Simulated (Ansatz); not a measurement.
Program: Ansatz. Geometries: PBE0-D4/def2-TZVP. ΔE: electronic, gas phase. CCSD(T)/CBS adds triple-zeta CCSD(T) − MP2 to the extrapolated MP2 energy (def2 sets, frozen cores). Functionals use def2-TZVPP. B3LYP here is the variant with VWN-RPA as its local correlation; programs differ in this. For Ge outer-core shells are correlated without core-valence functions, which leaves a few kJ/mol of doubt a bond. Scalar relativity is left out up to krypton. One conformer a species, not always the lowest.

Consider the cleavage of the Si–Si bond: `Cl[SiH2][SiH](Cl)Cl` + `C[NH][GeH2][Cl]` → `C[N]([SiH2]Cl)[GeH2][Cl]` + dichlorosilane.

`Cl[SiH2][SiH](Cl)Cl`:

Cartesian coordinates in Å:
```
Cl -1.265 2.258 0.622
Si 0.386 1.127 0.151
Si -0.287 -1.105 -0.033
Cl -1.636 -1.272 -1.563
Cl 1.381 -2.224 -0.453
H 1.391 1.282 1.231
H 0.943 1.597 -1.140
H -0.913 -1.664 1.185
```

`C[NH][GeH2][Cl]`:

Cartesian coordinates in Å:
```
C -0.687 -0.462 1.154
N -0.192 -0.737 -0.183
Ge 0.906 0.453 -0.999
Cl -0.055 2.388 -1.290
H -1.455 0.320 1.193
H -1.102 -1.372 1.595
H 0.141 -0.144 1.792
H -0.910 -1.107 -0.789
H 2.098 0.730 -0.079
H 1.257 -0.069 -2.394
```

`C[N]([SiH2]Cl)[GeH2][Cl]`:

```xyz
13

C     1.232    0.591    0.685
N     0.011    0.075    0.069
Si   -1.319   -0.345    1.049
Cl   -1.036   -2.122    2.067
Ge    0.079   -0.259   -1.727
Cl    0.246    1.643   -2.738
H     2.015   -0.172    0.750
H     1.623    1.443    0.120
H     1.026    0.943    1.699
H    -1.514    0.679    2.100
H    -2.501   -0.529    0.180
H     1.361   -1.021   -2.084
H    -1.223   -0.926   -2.167
```

`Cl[SiH2]Cl`:

```xyz
5

Cl   -1.391    0.174   -1.375
Si   -0.032   -0.013    0.136
Cl    1.863    0.013   -0.617
H    -0.252   -1.309    0.806
H    -0.188    1.135    1.050
```

CCSD(T)/CBS gives -75.8 kJ/mol.

(1) Another level gave -64.7 kJ/mol. Which?
A. PBE-D4/def2-TZVPP
B. MP2/def2-TZVPP
C. ωB97M-V/def2-TZVPP
D. B3LYP/def2-TZVPP

Largest T1 diagnostic among the species: 0.011.

## Answers

(1) D. B3LYP -64.7, MP2/def2-TZVPP -87.0, ωB97M-V -77.3, PBE-D4 -52.0 kJ/mol.

From PBE to PBE0 (25 % exact exchange), in def2-TZVPP and without D4, ΔE moves by −7.8 kJ/mol. The D4 term adds −4.3 kJ/mol with B3LYP and −2.4 kJ/mol with PBE0; it sums over pairs of atoms, weighted by their polarisabilities, and B3LYP, whose exchange is more repulsive, gets the larger term.
